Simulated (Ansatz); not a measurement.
Geometry optimisation, RHF/def2-SVP in Ansatz.

Input file:

```yaml
crystal:
  periodic: [false, false, false]
  atoms:
    - { symbol: Ti, position_ang: [0.0, 0.0, 0.0] }
    - { symbol: F, position_ang: [0.0, 0.0, 2.18] }
    - { symbol: Cl, position_ang: [2.2349, 0.0, -0.7892] }
    - { symbol: Cl, position_ang: [-1.1163, 1.9339, -0.7892] }
    - { symbol: Cl, position_ang: [-1.1163, -1.9339, -0.7892] }
    - { symbol: O, position_ang: [-2.1067, 0.0, 0.7] }
    - { symbol: Si, position_ang: [-3.3467, -0.9102, 0.0243] }
    - { symbol: H, position_ang: [-2.8457, -2.2382, -0.3179] }
    - { symbol: H, position_ang: [-4.4387, -1.0354, 0.9852] }
    - { symbol: H, position_ang: [-3.8347, -0.249, -1.1825] }
    - { symbol: H, position_ang: [-1.2576, 0.0, 1.8464] }
basis:
  gaussian: { orbitals: def2-SVP }
hamiltonian:
  xc: hf
relax:
  f_tol: 0.15
  max_steps: 25
  restrain:
    - { distance: [0, 5], at: 3.12, k: 30.0 }
    - { distance: [10, 1], at: 2.12, k: 30.0 }
    - { distance: [0, 1], at: 1.83, k: 30.0 }
    - { distance: [10, 5], at: 1.01, k: 30.0 }
```

Run as:

```bash
$ ansatz run input.yaml --threads 4 --pin off --max-ram 5120MiB --backend cpu --events-out ev --progress --plain --runs-dir out
```

Problem. Where does it end, and by what steps?

Solution. The run converged. The restraints hold the end off the free minimum. After 10 steps the energy has fallen by 6.316 eV (the restraints' own energy left out); Cl5 moved furthest, 1.32 Å. Parted: Ti1–O6 (2.22 → 3.11 Å). Joined: O6–H11 (1.43 → 0.97 Å).

```tsv
step	energy less start (eV)	largest force component (eV/Å)	accepted
0	0.0000	6.993	yes
1	-1.3635	5.669	yes
2	-2.8622	4.936	yes
3	-4.5825	3.976	yes
4	-5.5292	1.978	yes
5	-5.9532	1.687	yes
6	-6.1579	1.662	yes
7	-6.2576	1.624	yes
8	-6.3016	1.573	yes
9	-6.3100	1.439	yes
10	-6.3156	1.510	yes
```

```xyz
11
Properties=species:S:1:pos:R:3
Ti 0.512 0.158 -0.199
F 0.131 -0.137 1.515
Cl 2.679 0.252 -0.291
Cl -0.222 2.068 -0.911
Cl -0.090 -1.486 -1.492
O -2.447 -0.146 0.716
Si -3.799 -1.028 0.334
H -3.508 -2.479 0.352
H -4.888 -0.759 1.301
H -4.207 -0.608 -1.018
H -1.988 -0.267 1.561
```

The run took 29 s on 4 threads of Arm Neoverse V2 (shared host), peak memory 0.52 GiB.
